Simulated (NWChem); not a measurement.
Species: BHBrF; SMILES BrBF

Program: NWChem. STO-3G and 3-21G are far too small for this property and stand as cheap habits. Coordinates come from a PBE0/def2-SVP optimisation. Field at 589 nm.

For level B3LYP/STO-3G:

```yaml
isotropic polarisability (bohr³): 11.7
anisotropy (bohr³): 17.1
```

**Question.** What are these values for level B3LYP/def2-TZVPD?

**Answer.** isotropic polarisability (bohr³): 38.5
anisotropy (bohr³): 15.4
